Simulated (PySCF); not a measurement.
A structure optimised at ωB97X-D3(BJ)/def2-SVP, used in a PySCF frequency run:

```
C
C 1 1.3396
H 1 1.0958 2 119.79
H 2 1.0968 1 121.73 3 -179.98
H 2 1.0973 4 116.29 1 -179.98
Ga 1 1.9222 3 121.22 2 -179.83
F 6 1.7483 1 124.55 3 0.85
Cl 6 2.1355 7 114.04 1 -179.71
```

Task: Write its SMILES and formula.

Result: C=[CH][Ga]([F])[Cl], C₂H₃ClFGa

Task: What are its rotational constants (standard atomic weights)?

Result: 3.1340, 2.4008, 1.3594 GHz
